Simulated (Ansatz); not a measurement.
Basis sets compared for Li12F12 (started as a model of: (LiF)12 cage of four- and six-membered rings). Total charge 0; singlet. Geometry PBE0-D4/def2-SVP. Ansatz on 4 threads of Arm Neoverse V2 on a shared host; times are rough, and most runs start from earlier orbitals.

```xyz
24

Li   -2.077   -0.522   -1.762
F    -0.916   -1.892   -1.941
Li   -1.434   -2.358   -0.277
F    -2.661   -1.043   -0.136
Li   -2.502    0.090    1.193
F    -2.017    1.807    0.924
Li   -1.459    2.259   -0.676
F    -1.601    1.135   -2.080
Li    0.151    1.475   -2.344
F     0.269    2.670   -0.997
F     1.321    0.182   -2.532
Li    0.775   -1.505   -2.196
F     2.018   -1.805   -0.923
Li    2.501   -0.088   -1.195
Li    1.460   -2.259    0.677
F    -0.268   -2.670    0.996
Li   -0.152   -1.476    2.343
F    -1.322   -0.183    2.531
Li   -0.775    1.504    2.197
F     1.600   -1.136    2.081
Li    1.434    2.359    0.277
F     2.662    1.044    0.136
Li    2.077    0.522    1.761
F     0.916    1.891    1.941
```

Binding counts from free atoms (Li doublet, F doublet) in the same basis, without a counterpoise term.

| level | functions | energy (Eh) | HOMO (eV) | LUMO (eV) | binding per atom (eV) | wall time |
| --- | --- | --- | --- | --- | --- | --- |
| PBE-D4/def2-SVP | 276 | -1287.7459 | -7.62 | -0.76 | 4.33 | 12 s |
| PBE0-D4/def2-SVP | 276 | -1287.7992 | -9.67 | -0.21 | 4.19 | 15 s |

Question: Estimate the rows for PBE-D4/def2-TZVP, PBE0-D4/def2-TZVP (with forces).

Answer: 
```tsv
level	functions	energy (Eh)	HOMO (eV)	LUMO (eV)	binding per atom (eV)	wall time
PBE-D4/def2-TZVP	540	-1289.1953	-7.84	-0.80	4.11	18 s
PBE0-D4/def2-TZVP (with forces)	540	-1289.2366	-9.84	-0.17	3.99	51 s
```
